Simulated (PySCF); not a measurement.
## Calculated data, B$_{2}$ClH$_{2}$O, B$_{2}$H$_{5}$O$_{2}$

Calculation on a computer-drawn molecule: the log of a Hartree-Fock and frozen-core CCSD(T) single point meant for a local Hartree-Fock minimum, with one planted fault or none, to be diagnosed. Offsets are logged minus clean, where the clean run is the same molecule without the fault. The reference is restricted for singlets and unrestricted otherwise, and also for a bond in bohr or an excited solution. Adding or removing an electron swaps singlet and doublet. The excited solution moves the top pair (singlet) or top alpha electron (doublet) to the lowest empty orbital. Highest occupied and lowest empty are orbital energies over both spins, largest force is the largest gradient component, triples share is (T) over the correlation energy, the T1 limit is 0.02 restricted and 0.045 unrestricted, electrons count all cores, a negative frequency is imaginary (commonest isotopes), and the dipole is about the centre of nuclear charge. Program: PySCF 2.14.0.

Common to all runs: meant multiplicity 1; logged SCF converged yes; logged spin squared 0; logged CC converged yes; logged SCF stable within its kind yes; possible faults no fault, one electron removed, one electron added, multiplicity raised by two, geometry at a saddle point, SCF held on an excited solution, minimal basis STO-3G, one bond length entered in bohr, all coordinates scaled.

(1) B$_{2}$ClH$_{2}$O

Logged structure:
```xyz
6
B2ClH2O
O     -0.1314    -0.2187     1.0774
B      1.0912    -0.1852     0.5423
B      1.6711     1.1600    -0.5147
Cl     2.3142     2.3226    -1.4880
H     -0.7849     0.4768     0.9324
H      1.9175    -1.0523     0.7180
```

| Quantity | Value |
| --- | --- |
| meant charge | 1 |
| meant basis | cc-pV(D+d)Z |
| logged electrons | 36 |
| logged basis functions | 75 |
| logged highest occupied | -18.435 eV |
| logged lowest empty | -5.4825 eV |
| logged largest force | 0.015907 hartree/bohr |
| logged T1 diagnostic | 0.020636 |
| logged D1 diagnostic | 0.06617 |
| logged triples share | 0.03138 |
| logged dipole magnitude | 1.2119 debye |
| logged energy HF | -584.67447 hartree |
| logged energy CCSD(T) | -585.18921 hartree |

Drawn bonds:
```csv
atom,other atom,order
1,2,1
2,3,1
3,4,1
1,5,1
2,6,1
```

Notes: T1 above single-reference limit.

(2) B$_{2}$H$_{5}$O$_{2}$

Logged structure:
```xyz
9
B2H5O2
O     -0.3670     2.8698     0.3442
B     -0.1135     2.1961    -0.8578
B     -0.0774     0.4828    -1.0274
O     -0.2095    -0.2986     0.2584
H     -0.3812     3.8038     0.2363
H      0.0424     2.9752    -1.8064
H      0.9770     0.1541    -1.6252
H     -1.0224     0.2164    -1.8335
H     -0.5130     0.2768     0.9369
```

| Quantity | Value |
| --- | --- |
| meant charge | -1 |
| meant basis | aug-cc-pVDZ |
| logged electrons | 32 |
| logged basis functions | 25 |
| logged highest occupied | -0.37952 eV |
| logged lowest empty | 14.772 eV |
| logged largest force | 0.080016 hartree/bohr |
| logged T1 diagnostic | 0.014677 |
| logged D1 diagnostic | 0.065671 |
| logged triples share | 0.020776 |
| logged dipole magnitude | 5.879 debye |
| logged energy HF | -199.23938 hartree |
| logged energy CCSD(T) | -199.43424 hartree |

Drawn bonds:
```csv
atom,other atom,order
1,2,1
2,3,1
3,4,1
1,5,1
2,6,1
3,7,1
3,8,1
4,9,1
```

Questions
1. Which fault was planted in the run of B$_{2}$ClH$_{2}$O (entry 1)?
2. Which fault was planted in the run of B$_{2}$H$_{5}$O$_{2}$ (entry 2)?

Answers
1. all coordinates scaled, by +1.9 %
2. minimal basis STO-3G

Further results for B$_{2}$ClH$_{2}$O (entry 1):

| Property | Result |
| --- | --- |
| HF energy offset from clean run | 1.392 kcal/mol |
| CCSD(T) energy offset from clean run | -0.1246 kcal/mol |

Further results for B$_{2}$H$_{5}$O$_{2}$ (entry 2):

| Item | Value |
| --- | --- |
| HF energy offset from clean run | 1782 kcal/mol |
| CCSD(T) energy offset from clean run | 2081 kcal/mol |
